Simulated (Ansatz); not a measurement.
A single point on `CN(C)[SiH2]` radical.

```yaml
crystal:
  periodic: [false, false, false]
  atoms:
    - {symbol: C, position_ang: [-0.374340, 1.052125, -0.802338]}
    - {symbol: N, position_ang: [-0.051955, -0.102348, -0.002787]}
    - {symbol: C, position_ang: [1.123312, 0.061853, 0.814412]}
    - {symbol: Si, position_ang: [-1.205791, -1.345200, 0.305153]}
    - {symbol: H, position_ang: [0.455586, 1.292108, -1.478814]}
    - {symbol: H, position_ang: [-0.569558, 1.941737, -0.187280]}
    - {symbol: H, position_ang: [-1.259073, 0.859533, -1.411774]}
    - {symbol: H, position_ang: [1.019283, 0.889764, 1.529658]}
    - {symbol: H, position_ang: [1.998306, 0.273378, 0.187038]}
    - {symbol: H, position_ang: [1.327067, -0.850403, 1.377920]}
    - {symbol: H, position_ang: [-1.956297, -1.558672, -0.970509]}
    - {symbol: H, position_ang: [-0.429538, -2.569173, 0.673322]}
basis:
  gaussian: {orbitals: def2-TZVPP}
magnetization: {spin_polarized: true, initial_magnetization: 1}
correlation: {method: mp2}
scf: {omitted_lower_state_checks: [cluster_reference]}
```

```sh
$ ansatz run in.yaml --threads 4 --pin off --events-out ev --progress --plain
```

Output, abridged:

```
Functional definition: HF
1427 factors; integrals over basis functions are off by at most 1.0e-3 eV
mean field evaluation 1: about -11528.7822 eV, gradient 2.4e1 eV
mean field evaluation 2: about -11528.7865 eV, gradient 2.4e1 eV
mean field evaluation 4: about -11532.1293 eV, gradient 3.9e0 eV
mean field evaluation 8: about -11532.2512 eV, gradient 1.7e-1 eV
mean field -11532.25234653 eV, -423.8024568937 hartree, gradient 2.0e-6 eV, S^2 0.758542; 0 other end points of the search recorded, 0 dependent functions left out
8 core orbitals not correlated: weight in the atoms' cores, before any rotation towards them, 1.000 or more for the frozen orbitals, at most 0.000 for the correlated occupied ones
reference -11532.25234653 eV, -423.8024568937 hartree; 13, 12 occupied and 226, 227 virtual orbitals, 1427 factors
second order -18.33808320 eV of doubles, -0.00000000 eV of singles
Total energy: -11550.59042974 eV, -424.4763690215 hartree
Checks for a lower state left out: cluster_reference
```

Hardware: 4 threads of a server CPU on a shared host. Wall time 5.5 s, peak host memory 0.63 GiB.
